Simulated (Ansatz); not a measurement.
`C=CCCCCCCCC`, relaxed as a singlet with RKS PBE-D4/def2-SVP in Ansatz, starting from the GFN2-xTB geometry. Force threshold 0.03 eV/Å.

Start:

```csv
atom,x (Å),y (Å),z (Å)
C1,3.381,1.868,-3.587
C2,2.868,1.871,-2.372
C3,1.551,2.485,-2.020
C4,0.501,1.441,-1.616
C5,0.824,0.733,-0.302
C6,-0.294,-0.221,0.114
C7,0.018,-0.925,1.432
C8,-1.022,-1.973,1.830
C9,-2.390,-1.382,2.163
C10,-3.355,-2.449,2.665
H11,4.332,1.414,-3.809
H12,2.869,2.327,-4.417
H13,3.405,1.406,-1.556
H14,1.176,3.045,-2.879
H15,1.689,3.185,-1.191
H16,-0.466,1.943,-1.518
H17,0.410,0.700,-2.413
H18,1.753,0.168,-0.406
H19,0.974,1.479,0.482
H20,-1.224,0.343,0.207
H21,-0.435,-0.970,-0.669
H22,0.990,-1.419,1.340
H23,0.104,-0.182,2.229
H24,-1.130,-2.699,1.020
H25,-0.652,-2.512,2.706
H26,-2.814,-0.912,1.274
H27,-2.273,-0.610,2.926
H28,-3.492,-3.223,1.912
H29,-4.326,-2.013,2.889
H30,-2.972,-2.919,3.568
```

**Question.** Estimate the energy that the relaxation releases and the steps that it takes.

**Answer.** 5.0 kcal/mol, in 6 steps; 20 s on 4 threads of Arm Neoverse V1 on a shared host. No frequencies were taken in this run, so the end may be a saddle point.

**Question.** Does the start keep its bonding?

**Answer.** By distances, no bond broke or formed. The bond that changes most is C1–H12, from 1.08 to 1.10 Å (atoms count from 1).

**Question.** Predict the relaxed structure.

**Answer.** 
| atom | x (Å) | y (Å) | z (Å) |
| --- | --- | --- | --- |
| C1 | 3.448 | 1.890 | -3.628 |
| C2 | 2.898 | 1.905 | -2.402 |
| C3 | 1.560 | 2.505 | -2.064 |
| C4 | 0.497 | 1.478 | -1.622 |
| C5 | 0.813 | 0.745 | -0.315 |
| C6 | -0.285 | -0.230 | 0.120 |
| C7 | 0.020 | -0.953 | 1.436 |
| C8 | -1.028 | -1.990 | 1.863 |
| C9 | -2.409 | -1.415 | 2.199 |
| C10 | -3.400 | -2.471 | 2.689 |
| H11 | 4.426 | 1.421 | -3.820 |
| H12 | 2.934 | 2.347 | -4.492 |
| H13 | 3.450 | 1.430 | -1.569 |
| H14 | 1.181 | 3.068 | -2.943 |
| H15 | 1.692 | 3.249 | -1.244 |
| H16 | -0.476 | 2.005 | -1.512 |
| H17 | 0.354 | 0.735 | -2.438 |
| H18 | 1.772 | 0.188 | -0.413 |
| H19 | 0.982 | 1.492 | 0.494 |
| H20 | -1.247 | 0.324 | 0.204 |
| H21 | -0.445 | -0.985 | -0.684 |
| H22 | 1.008 | -1.455 | 1.346 |
| H23 | 0.141 | -0.199 | 2.248 |
| H24 | -1.137 | -2.754 | 1.059 |
| H25 | -0.648 | -2.543 | 2.750 |
| H26 | -2.830 | -0.901 | 1.308 |
| H27 | -2.292 | -0.622 | 2.973 |
| H28 | -3.559 | -3.260 | 1.925 |
| H29 | -4.390 | -2.031 | 2.925 |
| H30 | -3.031 | -2.975 | 3.608 |
Bond lengths: 9 × C–C 1.34 to 1.54 Å; 20 × C–H 1.10 to 1.11 Å.
